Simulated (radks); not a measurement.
The palladium ion Pd24+, configuration [Ar] 3d4. Method: scalar-relativistic Kohn-Sham, PBEsol, spin-unpolarised, spherical densities, finite nucleus; Fermi nuclear charge, rms radius 4.5318 fm; computed with a radial shooting solver on a logarithmic mesh with Libxc functionals.

Normalised radial functions P(r) = r R(r), r in bohr:

r,3s,3p
0.002114,0.2116,0.0072
0.002365,0.2323,0.0088
0.002624,0.2529,0.0105
0.002935,0.2768,0.0129
0.003283,0.3023,0.0157
0.003672,0.3294,0.0192
0.004107,0.3581,0.0234
0.004593,0.3882,0.0286
0.005097,0.4172,0.0343
0.005701,0.4494,0.0418
0.006377,0.4821,0.0509
0.007132,0.5148,0.0619
0.007978,0.5467,0.0751
0.008852,0.5750,0.0897
0.009901,0.6029,0.1085
0.01107,0.6269,0.1308
0.01239,0.6455,0.1574
0.01385,0.6570,0.1886
0.01537,0.6595,0.2225
0.0172,0.6513,0.2646
0.01923,0.6296,0.3133
0.02151,0.5919,0.3688
0.02406,0.5360,0.4315
0.0267,0.4658,0.4960
0.02986,0.3692,0.5718
0.0334,0.2499,0.6531
0.03736,0.1085,0.7381
0.04179,-0.0533,0.8240
0.04674,-0.2313,0.9071
0.05186,-0.4057,0.9771
0.05801,-0.5948,1.0390
0.06489,-0.7739,1.0795
0.07258,-0.9290,1.0901
0.08118,-1.0439,1.0618
0.09007,-1.1001,0.9931
0.1007,-1.0913,0.8665
0.1127,-0.9979,0.6806
0.126,-0.8126,0.4347
0.141,-0.5361,0.1335
0.1564,-0.2068,-0.1860
0.175,0.2054,-0.5558
0.1957,0.6465,-0.9283
0.2189,1.0766,-1.2748
0.2448,1.4529,-1.5645
0.2717,1.7187,-1.7581
0.3039,1.8863,-1.8658
0.3399,1.9162,-1.8598
0.3802,1.8131,-1.7447
0.4252,1.6003,-1.5397
0.4756,1.3161,-1.2749
0.5278,1.0275,-1.0072
0.5903,0.7297,-0.7287
0.6603,0.4764,-0.4874
0.7385,0.2838,-0.2992
0.826,0.1528,-0.1669
0.9166,0.0778,-0.0883
1.025,0.0334,-0.0397
1.147,0.0125,-0.0157

3s: eigenvalue -1466.3 eV, 2 radial nodes at r = 0.0403, 0.166 bohr, <r> = 0.356 bohr, 90 % of the charge inside 0.519 bohr. 3p: eigenvalue -1348.8 eV, 1 radial node at r = 0.147 bohr, <r> = 0.349 bohr, 90 % of the charge inside 0.519 bohr.
